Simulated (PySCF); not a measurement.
Run record: geometry optimisation, [MoOS3]2- (`[O]=[Mo-2](=[S])(=[S])=[S]`).

Method: PBE0-D3(BJ)/def2-SVP geometry optimisation, gas phase, def2 core potentials past Kr (PySCF 2.14.0). Start geometry: GFN2-xTB. The command runs a driver script over a list of jobs; the input below is this job's line of settings and its coordinates in Å.

Command:
```bash
OMP_NUM_THREADS=1 python probes_run.py task.json out
```

Input:
```
{"job": {"xc": "PBE0", "basis": "def2-SVP", "d3": "d3bj", "grid": 1, "maxiter": 40, "kind": "geom"}, "charge": -2, "multiplicity": 1}
Mo     0.000640    -0.001390     0.133940
O      0.008930    -0.015070     1.810650
S      2.046930     0.010020    -0.657810
S     -1.032430     1.778510    -0.627270
S     -1.024070    -1.772080    -0.659510
```

Output:
```
step   0  E = -1337.25207452  max force = 0.037983
step   1  E = -1337.25505749  max force = 0.018257
step   2  E = -1337.25554314  max force = 0.002566
step   3  E = -1337.25555279  max force = 0.000210
optimisation converged
```

Energies in Eh; «max force» is the largest Cartesian gradient component in Eh/bohr.

How much energy does the optimisation release, in kJ/mol?

E(step 0) − E(last step) = 0.003478 Eh, which is 9.1 kJ/mol.

Give the first gradient maximum in eV/Å.

With 1 Eh/bohr = 51.422 eV/Å, 1.953 eV/Å.

In short: final energy -1337.25555 Eh after 3 steps.

Give the final coordinates.

0.056 Å rms from the input after alignment:
```
atom  x, y, z in Å
Mo1   -0.0023   -0.0006    0.0787
O2    -0.0052   -0.0190    1.7862
S3     2.1064    0.0088   -0.6126
S4    -1.0539    1.8347   -0.6045
S5    -1.0449   -1.8239   -0.6478
```

The ion is multiply charged and computed in the gas phase, without counter-ions or solvent; whether it holds all its electrons wasn't checked.

How long does this job take on one thread of an Arm Neoverse V1, shared host?

About 23 s.
Labels such as C1 count atoms from 1, the log's own numbers from 0.
